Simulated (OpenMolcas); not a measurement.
# Computed levels of neutral gallium

```json
{
 "Program": "OpenMolcas 26.06",
 "Method": "CASSCF",
 "Basis": "ANO-RCC-VQZP [7s6p4d2f1g]",
 "Scalar Hamiltonian": "DKH2, point nucleus",
 "Active space": "3 electrons in 4 orbitals (4s 4p)",
 "State averaging": "2S+1 = 4 odd, 1 root (0 in the spin-orbit step); 2S+1 = 2 odd, 3 roots; 2S+1 = 4 even, 3 roots; 2S+1 = 2 even, 5 roots (0 in the spin-orbit step)",
 "Spin-orbit coupling": "state interaction with AMFI integrals over the reference wave functions, term energies averaged over their components"
}
```

Spin-free terms above the lowest, with the occupations of the reference:

```tsv
Configuration	Term	E (cm⁻¹)	Occupations
4s² 4p	²P°	0.0	4s 1.94 4p 1.06
4s 4p²	⁴P	29997	4s 1.00 4p 2.00
```

With spin-orbit coupling, above the lowest level:

```csv
Configuration,Term,J,E (cm⁻¹),Measured (cm⁻¹),Term weight %
4s² 4p,²P°,1/2,0.0,0.0,100
4s² 4p,²P°,3/2,794,826,100
4s 4p²,⁴P,1/2,30039,,100
4s 4p²,⁴P,3/2,30331,,100
4s 4p²,⁴P,5/2,30819,,100
```

Against the measured value (NIST Handbook of Basic Atomic Spectroscopic Data): 4s² 4p ²P°_3/2: computed 794, measured 826 cm⁻¹ (-3.9 %).

Spin-orbit coupling puts the lowest level 530 cm⁻¹ below the lowest spin-free term.

Some high roots are left out of the spin-orbit mixing, which shifts the levels that they would mix with. Without dynamic correlation excited terms often stand tens of per cent too high (terms of higher spin than the ground term too low), and those without a measured partner can miss by more than the paired ones. Terms of s pⁿ other than that of highest spin mix with s² pⁿ⁻² d, which this space lacks; all of them can be thousands of cm-1 off, and some have no real level of that name. Measured partners are found by configuration, term and J. A level has none where our copy of the source lacks it or the pairing is in doubt (some pairs that miss far off the trend of their configuration count as doubtful), and it then counts in no deviation. Levels of configurations outside the active space are missing. The first state left out of the spin-orbit step lies near 52000 cm-1 above the lowest spin-free state of the reference (among the parities and spins computed), and the list stops at four fifths of that energy or lower.

The term weight is that of the spin-free term in the level, not the purity of its configuration. ° marks odd parity.
